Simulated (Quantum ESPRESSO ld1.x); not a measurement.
The terbium ion Tb2+, configuration [Xe] 4f6 5d3 (not the ground configuration).

Calculated with ld1.x of Quantum ESPRESSO 7.5: scalar-relativistic Kohn-Sham, LDA (Slater exchange, Perdew-Wang correlation), spin-polarised, spherical densities, point nucleus; open shells are filled with parallel spins first.

Energy parts (Ry):
| part | energy |
|---|---|
| total | -23399.475 |
| kinetic | 25182.097 |
| electron-nucleus | -57040.491 |
| Hartree | 8952.782 |
| exchange-correlation | -493.863 |

Orbitals (lengths in bohr, moments of r in powers of bohr):
| orbital | occ. | eigenvalue (Ry) | <r> |
|---|---|---|---|
| 1s down | 1 | -3810.8646 | 0.02152 |
| 1s up | 1 | -3810.8644 | 0.02152 |
| 2s up | 1 | -634.1219 | 0.09157 |
| 2s down | 1 | -634.1036 | 0.09156 |
| 2p up | 3 | -563.9867 | 0.08092 |
| 2p down | 3 | -563.9726 | 0.08092 |
| 3s up | 1 | -143.0700 | 0.2398 |
| 3s down | 1 | -142.8599 | 0.2396 |
| 3p up | 3 | -121.4440 | 0.2385 |
| 3p down | 3 | -121.2352 | 0.2382 |
| 3d up | 5 | -93.1740 | 0.2168 |
| 3d down | 5 | -93.0074 | 0.2166 |
| 4s up | 1 | -30.7274 | 0.5392 |
| 4s down | 1 | -30.2862 | 0.5394 |
| 4p up | 3 | -23.5581 | 0.5698 |
| 4p down | 3 | -23.1244 | 0.5703 |
| 4d up | 5 | -13.7087 | 0.6143 |
| 4d down | 5 | -13.2845 | 0.6156 |
| 5s up | 1 | -5.4775 | 1.259 |
| 5s down | 1 | -5.2083 | 1.268 |
| 5p up | 3 | -3.6226 | 1.449 |
| 5p down | 3 | -3.3814 | 1.464 |
| 4f up | 6 | -2.9190 | 0.7514 |
| 4f down | 0 | -2.5161 | 0.7651 |
| 5d up | 3 | -1.4259 | 2.076 |
| 5d down | 0 | -1.2423 | 2.158 |

The highest occupied level is 5d up at -19.401 eV. The configuration is held as typed, so some empty levels lie below it. Spin moment in Bohr magnetons: 9. Summed over all electrons, <r^2> = 45.62 bohr^2, which gives a Langevin (diamagnetic) susceptibility term of -36.1 x 10^-6 cm^3/mol. The density falls to 0.001 e/bohr^3 at r = 3.83 bohr.
